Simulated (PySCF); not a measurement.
H12N4Zn (cation, charge +2), SMILES [NH3]->[Zn+2](<-[NH3])(<-[NH3])<-[NH3] (GFN2-xTB optimised geometry):

```
17

Zn    -0.380    -0.780     0.000
N     -1.069     1.157     0.000
H     -0.805     1.689    -0.833
H     -0.729     1.716     0.786
H     -2.088     1.232     0.047
N     -1.065    -1.748     1.680
H     -0.705    -2.700     1.783
H     -2.083    -1.847     1.712
H     -0.819    -1.278     2.555
N     -1.062    -1.749    -1.680
H     -0.700    -1.362    -2.555
H     -2.080    -1.726    -1.785
H     -0.818    -2.742    -1.711
N      1.676    -0.780     0.000
H      2.088    -0.296    -0.802
H      2.088    -1.716    -0.018
H      2.088    -0.327     0.820
```

Method: B3LYP/def2-SVP (PySCF 2.14.0).

What are the frontier orbital energies?

HOMO-2 -18.17 eV, HOMO-1 -18.17 eV, HOMO -18.17 eV, LUMO -8.72 eV, LUMO+1 -6.83 eV.

Meta-Löwdin charges at B3LYP/def2-SVP: Zn1 1.25, N2 -0.60, H3 0.26, H4 0.26, H5 0.26, N6 -0.60, H7 0.26, H8 0.26, H9 0.26, N10 -0.60, H11 0.26, H12 0.26, H13 0.26, N14 -0.60, H15 0.26, H16 0.26, H17 0.26.
